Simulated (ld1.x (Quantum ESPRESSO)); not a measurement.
Which change was made? (B, RRKJ)

```
Element                 : boron (B)
Generator               : ld1.x (Quantum ESPRESSO) 7.5
Type                    : norm-conserving RRKJ (Kleinman–Bylander form)
Functional              : PBE
Relativity              : scalar-relativistic
Frozen core             : [He]
Valence charge          : 3
Reference configuration : 2s2 2p0 (charge +1)
Partial waves           : 2s (bound): rc 1.55 bohr; 2p (bound, empty): rc 2.85 bohr
Local potential         : all-electron potential smoothed inside 2.65 bohr (lloc = -2)
Core correction         : none
rho0                    : 0.01
```

Cutoffs, loose and tight: the cutoffs (Ry, on a coarse ladder) from which the occupation-weighted sum of valence levels, in a spherical-Bessel basis at the reference potential, stays within 10 and 1 mRy of its value at 400 Ry. They do not see the model core or the augmentation charge, which bear on the density cutoff. Test errors are all-electron minus pseudo excitation energies from the reference, over the configurations 2s2 2p1; 2s1 2p0; 2s2 2p0.5; 2s1 2p1; 2s2 2p1.3; 2s1 2p2; 2s0 2p3; variants that change the core or the reference have their own tests.

The base gives: outcome: generated; cutoff, loose: 30 Ry; cutoff, tight: 40 Ry; bound ghosts: none; largest test error (meV): +162.

(1) After one change the result is: outcome: generated; cutoff, loose: 25 Ry; cutoff, tight: 35 Ry; bound ghosts: none; largest test error (meV): +249. Which change was it?
A. wave 2p (bound): rc 2.85 bohr becomes 2p (bound): rc 3.34 bohr
B. reference 2s2 2p0.75
C. wave 2s (bound): rc 1.55 bohr becomes 2s (bound): rc 2.14 bohr

## Answers

(1) B. The others give: wave 2s (bound): rc 1.55 bohr becomes 2s (bound): rc 2.14 bohr → outcome: generated; cutoff, loose: 25 Ry; cutoff, tight: 30 Ry; bound ghosts: none; largest test error (meV): +151 | wave 2p (bound): rc 2.85 bohr becomes 2p (bound): rc 3.34 bohr → outcome: generated; cutoff, loose: 30 Ry; cutoff, tight: 40 Ry; bound ghosts: none; largest test error (meV): +421.
